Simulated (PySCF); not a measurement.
A family of related molecules: H3E-E'H3. All species are isolated molecules in the gas phase. Strings in code marks are SMILES.

All values below come from PBE-D3(BJ)/def2-TZVP // B3LYP-D3(BJ)/def2-TZVP in PySCF. Excitations are Tamm–Dancoff values on a coarser integration grid. The basis has no diffuse functions, so Rydberg states are missing or too high.

| species | HOMO–LUMO gap (eV) | dipole moment (D) | T1 excitation (TDA) (eV) | S1 excitation (TDA) (eV) | brightest of the four lowest singlets (TDA) (eV) | S1 oscillator strength |
|---|---|---|---|---|---|---|
| `[SiH3][GeH3]` | 6.70 | 0.12 | 6.30 | 7.25 | 7.25 | (withheld) |
| `[SnH3][SiH3]` | 6.01 | 0.29 | (withheld) | 6.73 | 6.73 | 0.392 |
| `[GeH3][GeH3]` | 6.56 | 0.00 | 6.17 | (withheld) | 7.36 | 0.000 |
| `[NH3+][AlH3-]` | 5.00 | (withheld) | (withheld) | 5.04 | 7.02 | (withheld) |

Question: Complete the blanks.

Answer: 
- `[SiH3][GeH3]`, S1 oscillator strength: 0.224
- `[SnH3][SiH3]`, T1 excitation (TDA) (eV): 5.62
- `[GeH3][GeH3]`, S1 excitation (TDA) (eV): 7.28
- `[NH3+][AlH3-]`, dipole moment (D): 5.41
- `[NH3+][AlH3-]`, T1 excitation (TDA) (eV): 4.89
- `[NH3+][AlH3-]`, S1 oscillator strength: 0.002
